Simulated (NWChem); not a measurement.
All runs are NWChem calculations. System: I₃In, charge 0, spin multiplicity 1, at a geometry optimised with PBE0/def2-SVP with def2 effective core potentials on In, I. The structure started from a generated list of species. Level: RHF/def2-TZVP with def2 effective core potentials on In, I.

NWChem printed:

```
             Northwest Computational Chemistry Package (NWChem) 7.3.0
             --------------------------------------------------------

                                NWChem Input Module
                                -------------------

 Scaling coordinates for geometry "geometry" by  1.889725989
 (inverse scale =  0.529177249)

 Turning off AUTOSYM since
 SYMMETRY directive was detected!

                             Geometry "geometry" -> ""
                             -------------------------

 Output coordinates in angstroms (scale by  1.889725989 to convert to a.u.)

  No.       Tag          Charge          X              Y              Z
 ---- ---------------- ---------- -------------- -------------- --------------
    1 In                  49.0000     0.00000000     0.00000000    -0.00006600
    2 I                   53.0000     0.00000000     0.00000000     2.65837800
    3 I                   53.0000    -2.30232400     0.00000000    -1.32915900
    4 I                   53.0000     2.30232400     0.00000000    -1.32915900

 Effective nuclear repulsion energy (a.u.)    2519.3258374675

            Nuclear Dipole moment (a.u.)
            ----------------------------
        X                 Y               Z
 ---------------- ---------------- ----------------
     0.0000000000     0.0000000000    -0.0001020452

      Symmetry information
      --------------------

 Group name             C2v
 Group number             16
 Group order               4
 No. of unique centers     3

      Symmetry unique atoms

     1    2    3


 Summary of "ao basis" -> "" (spherical)
 ------------------------------------------------------------------------------
       Tag                 Description            Shells   Functions and Types
 ---------------- ------------------------------  ------  ---------------------
 *                         def2-tzvp                  on all atoms

 Summary of "ao basis" -> "ao basis" (spherical)
 ------------------------------------------------------------------------------
       Tag                 Description            Shells   Functions and Types
 ---------------- ------------------------------  ------  ---------------------
 In                        def2-tzvp                16       50   6s5p3d2f
 I                         def2-tzvp                16       50   6s5p3d2f

                                 NWChem SCF Module
                                 -----------------

  ao basis        = "ao basis"
  functions       =   200
  atoms           =     4
  closed shells   =    48
  open shells     =     0
  charge          =   0.00
  wavefunction    = RHF
  use symmetry    = T
  symmetry adapt  = T

 Summary of "ao basis" -> "ao basis" (spherical)
 ------------------------------------------------------------------------------
       Tag                 Description            Shells   Functions and Types
 ---------------- ------------------------------  ------  ---------------------
 In                        def2-tzvp                16       50   6s5p3d2f
 I                         def2-tzvp                16       50   6s5p3d2f

      Symmetry analysis of basis
      --------------------------

        a1         75
        a2         27
        b1         57
        b2         41

 Forming initial guess at       0.2s

      Superposition of Atomic Density Guess
      -------------------------------------

 Sum of atomic energies:       -1259.54491456

      Non-variational initial energy
      ------------------------------

 Total energy =   -1079.637528
 1-e energy   =   -2944.189846
 2-e energy   =    1335.553151
 HOMO         =      -0.346628
 LUMO         =      -0.082001

      Symmetry analysis of molecular orbitals - initial
      -------------------------------------------------

  Numbering of irreducible representations:

     1 a1          2 a2          3 b1          4 b2

  Orbital symmetries:

     1 a1          2 b1          3 a1          4 a1          5 b1
     6 a1          7 b2          8 a1          9 b1         10 a2
    11 b2         12 b1         13 a1         14 b1         15 a1
    16 b2         17 a1         18 b1         19 a1         20 a1
    21 b1         22 b2         23 a2         24 b2         25 b1
[...]
       Symmetry analysis of molecular orbitals - final
       -----------------------------------------------

  Numbering of irreducible representations:

     1 a1          2 a2          3 b1          4 b2

  Orbital symmetries:

     1 b1          2 a1          3 a1          4 b1          5 a1
     6 a1          7 a2          8 b2          9 b2         10 b1
    11 a1         12 b1         13 a1         14 b2         15 a1
    16 b1         17 b1         18 a1         19 a1         20 a2
    21 b2         22 b2         23 b1         24 a1         25 b1
    26 a2         27 b2         28 a2         29 b1         30 a1
    31 a1         32 a1         33 a1         34 b1         35 b2
    36 a2         37 a1         38 b1         39 a1         40 a1
    41 b1         42 a1         43 b2         44 a2         45 b2
    46 b1         47 a1         48 b1         49 a1         50 b2
    51 a1         52 b1         53 b2         54 a1         55 b1
    56 a1         57 a1         58 a1

             Final eigenvalues
             -----------------

              1
    1   -7.7438
    2   -7.7438
    3   -7.7438
    4   -5.5957
    5   -5.5957
    6   -5.5957
    7   -5.5903
    8   -5.5903
    9   -5.5903
   10   -5.5896
   11   -5.5896
   12   -5.5895
   13   -5.4657
   14   -3.7257
   15   -3.7201
   16   -3.7201
   17   -2.2908
   18   -2.2908
   19   -2.2908
   20   -2.2884
   21   -2.2884
   22   -2.2884
   23   -2.2876
   24   -2.2876
   25   -2.2876
   26   -2.2816
   27   -2.2816
   28   -2.2816
   29   -2.2816
   30   -2.2816
   31   -2.2816
   32   -1.1134
   33   -1.1089
   34   -1.1089
   35   -1.1080
   36   -1.1080
   37   -0.9044
   38   -0.8876
   39   -0.8876
   40   -0.5386
   41   -0.4341
   42   -0.4341
   43   -0.4069
   44   -0.3867
   45   -0.3867
   46   -0.3847
   47   -0.3847
   48   -0.3797
   49   -0.0001
   50    0.0165
   51    0.0968
   52    0.0968
   53    0.1144
   54    0.1503
   55    0.1503
   56    0.1700
   57    0.2063
   58    0.2165

                       ROHF Final Molecular Orbital Analysis
                       -------------------------------------

 Vector   46  Occ=2.000000D+00  E=-3.846636D-01  Symmetry=b1
              MO Center= -7.4D-11, -9.0D-15,  6.9D-01, r^2= 8.3D+00
   Bfn.  Coefficient  Atom+Function         Bfn.  Coefficient  Atom+Function
  ----- ------------  ---------------      ----- ------------  ---------------
    66      0.402256  2 I  px                60     -0.318135  2 I  px
   116      0.271118  3 I  px               166      0.271118  4 I  px
    63      0.246046  2 I  px               110     -0.216439  3 I  px
   160     -0.216439  4 I  px                69      0.182063  2 I  px
   113      0.164143  3 I  px               163      0.164143  4 I  px

 Vector   47  Occ=2.000000D+00  E=-3.846622D-01  Symmetry=a1
              MO Center=  2.7D-11, -4.1D-16, -7.0D-01, r^2= 8.3D+00
   Bfn.  Coefficient  Atom+Function         Bfn.  Coefficient  Atom+Function
  ----- ------------  ---------------      ----- ------------  ---------------
   118      0.358672  3 I  pz               168      0.358672  4 I  pz
   112     -0.284336  3 I  pz               162     -0.284336  4 I  pz
    68      0.227201  2 I  pz               115      0.218822  3 I  pz
   165      0.218822  4 I  pz                62     -0.182380  2 I  pz
   121      0.160255  3 I  pz               171      0.160255  4 I  pz

 Vector   48  Occ=2.000000D+00  E=-3.797264D-01  Symmetry=b1
              MO Center= -2.3D-13, -6.6D-18,  2.5D-03, r^2= 9.0D+00
   Bfn.  Coefficient  Atom+Function         Bfn.  Coefficient  Atom+Function
  ----- ------------  ---------------      ----- ------------  ---------------
    66      0.336508  2 I  px               118      0.291099  3 I  pz
   168     -0.291099  4 I  pz                60     -0.264902  2 I  px
   112     -0.229155  3 I  pz               162      0.229155  4 I  pz
    63      0.204849  2 I  px               115      0.177205  3 I  pz
   165     -0.177205  4 I  pz               116     -0.167879  3 I  px

 Vector   49  Occ=0.000000D+00  E=-5.277936D-05  Symmetry=a1
              MO Center=  2.0D-14, -2.2D-15, -1.0D-04, r^2= 8.3D+00
   Bfn.  Coefficient  Atom+Function         Bfn.  Coefficient  Atom+Function
  ----- ------------  ---------------      ----- ------------  ---------------
     6      1.212995  1 In s                  2      0.506309  1 In s
     5      0.454475  1 In s                 71      0.380180  2 I  pz
     1     -0.372701  1 In s                119     -0.329284  3 I  px
   169      0.329284  4 I  px                 3     -0.298540  1 In s
    56     -0.290943  2 I  s                106     -0.290981  3 I  s

 Vector   50  Occ=0.000000D+00  E= 1.654698D-02  Symmetry=b2
              MO Center=  8.1D-15, -3.9D-16, -7.7D-05, r^2= 6.6D+00
   Bfn.  Coefficient  Atom+Function         Bfn.  Coefficient  Atom+Function
  ----- ------------  ---------------      ----- ------------  ---------------
    20      0.614221  1 In py                17      0.508680  1 In py
    70     -0.265889  2 I  py               120     -0.265894  3 I  py
   170     -0.265894  4 I  py                11     -0.251136  1 In py
    14      0.226780  1 In py

 Vector   51  Occ=0.000000D+00  E= 9.680680D-02  Symmetry=a1
              MO Center=  9.9D-11,  1.4D-15,  1.3D-01, r^2= 1.4D+01
   Bfn.  Coefficient  Atom+Function         Bfn.  Coefficient  Atom+Function
  ----- ------------  ---------------      ----- ------------  ---------------
    21      1.611913  1 In pz                56     -0.765991  2 I  s
   106      0.382997  3 I  s                156      0.382997  4 I  s
    71      0.290119  2 I  pz               119      0.286299  3 I  px
   169     -0.286299  4 I  px               121     -0.205807  3 I  pz
   171     -0.205807  4 I  pz                53      0.161802  2 I  s

 center of mass
 --------------
 x =   0.00000000 y =   0.00000000 z =   0.00000012

 moments of inertia (a.u.)
 ------------------
        4803.732943732956           0.000000000000           0.000000000000
           0.000000000000        9607.960165120852           0.000000000000
           0.000000000000           0.000000000000        4804.227221387897

  Mulliken analysis of the total density
  --------------------------------------

    Atom       Charge   Shell Charges
 -----------   ------   -------------------------------------------------------
    1 In  21    20.05   0.38 -0.81  1.54  0.87  0.73  0.15 -0.41  6.39  0.51  0.41  0.02  8.96  1.05  0.20  0.05  0.00
    2 I   25    25.32   0.19 -0.77  1.58  1.01  1.07  0.88 -0.49  6.45  1.32  2.95  1.09  9.23  0.76  0.05  0.00  0.00
    3 I   25    25.32   0.19 -0.77  1.58  1.01  1.07  0.88 -0.49  6.45  1.32  2.95  1.09  9.23  0.76  0.05  0.00  0.00
    4 I   25    25.32   0.19 -0.77  1.58  1.01  1.07  0.88 -0.49  6.45  1.32  2.95  1.09  9.23  0.76  0.05  0.00  0.00

       Multipole analysis of the density wrt the origin
       ------------------------------------------------

     L   x y z        total         open         nuclear
     -   - - -        -----         ----         -------
     0   0 0 0     -0.000000      0.000000     96.000000

     1   1 0 0      0.000000      0.000000      0.000000
     1   0 1 0      0.000000      0.000000      0.000000
     1   0 0 1     -0.000194      0.000000      0.000215

     2   2 0 0    -81.058741      0.000000    946.456280
     2   1 1 0      0.000000      0.000000      0.000000
     2   1 0 1     -0.000000      0.000000      0.000000
     2   0 2 0    -76.591674      0.000000      0.000000
     2   0 1 1     -0.000000      0.000000      0.000000
     2   0 0 2    -81.059562      0.000000    946.358905

 Task  times  cpu:        7.7s     wall:        7.7s

 Total times  cpu:        7.8s     wall:        7.8s
```

Write an NWChem input that would produce this output.

Several could match; the one computed here: 
```
start mol
memory heap 200 mb stack 900 mb global 1100 mb
geometry units angstroms nocenter noautoz
  In     0.000000     0.000000    -0.000066
  I      0.000000     0.000000     2.658378
  I     -2.302324     0.000000    -1.329159
  I      2.302324     0.000000    -1.329159
  symmetry group C2v
end
basis spherical
  * library def2-tzvp
end
ecp
  In library def2-ecp
  I library def2-ecp
end
scf
  rhf
  nopen 0
  maxiter 100
  thresh 1e-7
  semidirect memsize 60000000 filesize 0
end
task scf energy
```
